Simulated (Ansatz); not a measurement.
CH₂AlFOS (`F[C]1(S)[O][AlH]1`). Charge 0, multiplicity 1.

| atom | x (Å) | y (Å) | z (Å) |
| --- | --- | --- | --- |
| F1 | -1.5821 | -0.8035 | -0.1958 |
| C2 | -0.4169 | -0.0906 | -0.2059 |
| S3 | -0.7124 | 1.5819 | -0.8055 |
| O4 | 0.5632 | -0.7290 | -1.0020 |
| Al5 | 1.1760 | -0.7106 | 0.6152 |
| H6 | -1.4903 | 1.9450 | 0.2264 |
| H7 | 2.4624 | -1.1933 | 1.3676 |

Task: What are the harmonic wavenumbers in cm⁻¹ at PBE0-D4/def2-TZVP (Ansatz, finite differences of forces, unscaled)? (Best estimate.)

Result: Ansatz gave: 135, 227, 307, 359, 402, 430, 446, 578, 712, 837, 947, 1025, 1112, 2000, 2716.

Task: Is this a minimum?

Result: Yes, all 15 modes are real.

Task: Give the ideal-gas thermochemistry at 298.15 K and 1 bar (rigid rotor, harmonic oscillator; point group C1, symmetry number 1).

Result: Zero-point energy 73.2 kJ/mol; H(298) − E = 91.6 kJ/mol; entropy 326.4 J/(mol·K), of which translation 167.3, rotation 112.6, vibration 46.5; G(298) − E = -5.7 kJ/mol.

Task: And at 400, 500, 600, 800 and 1000 K?

Result: 
| T (K) | H − E (kJ/mol) | S (J/mol/K) | G − E (kJ/mol) |
| --- | --- | --- | --- |
| 400 | 102.1 | 356.3 | -40.5 |
| 500 | 113.4 | 381.7 | -77.4 |
| 600 | 125.7 | 403.9 | -116.7 |
| 800 | 151.8 | 441.5 | -201.4 |
| 1000 | 179.4 | 472.3 | -292.8 |
